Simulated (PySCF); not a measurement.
Broadened absorption spectrum of C7H11BO2

Species: C₇H₁₁BO₂.
Atom-mapped SMILES: `[CH2:1]=[C:2]([CH3:3])/[CH:4]=[CH:5]/[C@@H:6]1[CH2:7][O:8][BH:9][O:10]1` (hydrogens: H11, H12 on C1; H13, H14, H15 on C3; H16 on C4; H17 on C5; H18 on C6; H19, H20 on C7; H21 on B9)

Geometry (PBE0-D3(BJ)/def2-SVP, Å), atoms numbered from 1 in this order:
```
atom  x, y, z in Å
C1     2.8587   -1.8814    0.3988
C2     2.1079   -0.7788    0.2287
C3     2.7190    0.5657   -0.0308
C4     0.6510   -0.8803    0.3038
C5    -0.2165    0.1298    0.1404
C6    -1.6974   -0.0295    0.1938
C7    -2.4115    0.2907   -1.1466
O8    -3.3965    1.2592   -0.8328
B9    -3.2559    1.5910    0.4794
O10   -2.2748    0.8979    1.1172
H11    2.3969   -2.8539    0.5905
H12    3.9499   -1.8444    0.3539
H13    2.4257    1.2886    0.7477
H14    2.3780    0.9768   -0.9947
H15    3.8154    0.5090   -0.0509
H16    0.2537   -1.8805    0.5161
H17    0.1382    1.1467   -0.0628
H18   -1.9411   -1.0497    0.5356
H19   -1.7131    0.7034   -1.8933
H20   -2.8886   -0.6000   -1.5833
H21   -3.9336    2.4187    1.0230
```

Theory: TDDFT B3LYP/def2-SVPD, vertical, gas phase, core orbitals frozen in the response (PySCF 2.14.0, density-fitted response routines).

Each state is given a Gaussian of 0.25 eV full width at half maximum, with ε(max) = 2.175×10⁸ f / Δν̃ (Δν̃ the width in cm⁻¹). The width is an assumption, not a result. The curve ends short of the highest state used, and states not computed would add to its high-energy end.

(E (eV), ε (L mol⁻¹ cm⁻¹)): (5.09, 182), (5.16, 1470), (5.23, 7687), (5.30, 26014), (5.37, 56998), (5.44, 80857), (5.51, 74266), (5.58, 44195), (5.65, 17190), (5.73, 4077), (5.80, 1967), (5.87, 1957), (5.94, 1643), (6.01, 1017), (6.08, 692), (6.15, 775), (6.22, 905), (6.29, 853), (6.37, 788), (6.44, 937), (6.51, 1076), (6.58, 917), (6.65, 556), (6.72, 295)

(1) Where are the band maxima, and which computed states make them?

(2) On this curve, what absorbance would a 10⁻⁴ mol/L sample give at 193 nm over a 1 cm path?

Answers

(1) 227 nm (5.46 eV), ε about 83000, made up of S1 (100%); 211 nm (5.87 eV), ε about 2000, made up of S2 (97%) (hardly more than a shoulder); 199 nm (6.23 eV), ε about 910, made up of S3 (67%) and S4 (29%); 190 nm (6.51 eV), ε about 1100, made up of S5 (81%) and S6 (15%) (ε in L mol⁻¹ cm⁻¹; maxima over ε = 5, shares over 10%). The states used: S1 5.46 eV (f 0.765); S2 5.88 eV (f 0.018); S3 6.20 eV (f 0.0059); S4 6.29 eV (f 0.0028); S5 6.51 eV (f 0.0081); S6 6.57 eV (f 0.0017); S7 6.84 eV (f 0.0017); S8 7.04 eV (f 0.0019); S9 7.23 eV (f 0.025); S10 7.32 eV (f 0.0074).

(2) 193 nm is 6.424 eV, where ε is about 890 L mol⁻¹ cm⁻¹, so A = ε c l ≈ 0.089 (Beer–Lambert, with the gas-phase spectrum and the assumed width).

The vertical ionisation energy (ΔSCF) is 8.63 eV, 1.31 eV above S10.

One conformer stands for the species.
